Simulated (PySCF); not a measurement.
Two species compared at the same levels of theory.

First species: Al(PH3)H3.
SMILES: `[H][Al]([H])([H])<-[PH3]`

Second species: GeF2Cl2.
Structure used (PBE0-D3(BJ)/def2-SVP), in Å, numbered top down from 1:
```
atom  x, y, z in Å
Ge1    0.0406   -0.0004    0.0392
F2    -0.0833   -0.0198    1.7454
F3     1.7173    0.0028   -0.3000
Cl4   -0.8376    1.7563   -0.7219
Cl5   -0.8369   -1.7388   -0.7627
```

Levels: wB97X-D/def2-SVPD for dipole moment, HOMO energy, LUMO energy, HOMO–LUMO gap, static isotropic polarisability and electronic spatial extent ⟨r²⟩ about the centre of nuclear charge; TDDFT wB97X-D/def2-SVPD for lowest singlet excitation; TDA wB97X-D/def2-SVPD for lowest triplet excitation (Tamm–Dancoff); PBE0-D3(BJ)/def2-SVP for rotational constant A and rotational constant C. Geometries: PBE0-D3(BJ)/def2-SVP. Each structure is a single optimised conformer of the isolated species, non-relativistic unless stated; the electronic structure was computed with PySCF and density fitting.

(1) Which has the higher static isotropic polarisability?

(2) Which of the two has the higher rotational constant A, and by how much?

(3) Which of the two has the higher dipole moment, and by how much?

(4) Which has the higher ⟨r²⟩?

(5) Which of the two has the higher rotational constant C, and by how much?

(6) Which has the higher T1 energy?

(7) Which has the higher HOMO energy?

(8) Which has the higher S1 energy?

## Answers

(1) The first: 64.3 au against 53.3 au, a difference of 11.0 au.

(2) The first: 41.014 GHz against 2.556 GHz, a difference of 38.458 GHz.

(3) The first: 4.25 D against 1.28 D, a difference of 2.97 D.

(4) The second: 825 bohr² against 336 bohr², a difference of 489 bohr².

(5) The first: 4.345 GHz against 1.483 GHz, a difference of 2.862 GHz.

(6) The first: 6.40 eV against 6.15 eV, a difference of 0.25 eV.

(7) The first: -9.70 eV against -12.15 eV, a difference of 2.45 eV.

(8) The first: 6.74 eV against 6.68 eV, a difference of 0.06 eV.

On the first: The 15 singlets span 6.74 to 8.51 eV, and their oscillator strengths add up to 1.09. The vertical singlet–triplet gap S1 − T1 is 0.34 eV (TDDFT singlet less Tamm–Dancoff triplet).

On the second: The dipole equals about 4.3 × 10⁻³⁰ C·m (1 D = 3.33564 × 10⁻³⁰ C·m). The vertical singlet–triplet gap S1 − T1 is 0.53 eV (TDDFT singlet less Tamm–Dancoff triplet; S1: HOMO→LUMO, weight 0.96; T1: HOMO→LUMO, weight 0.94). Relativistic effects, spin–orbit coupling among them, are left out although an element past zinc is present.
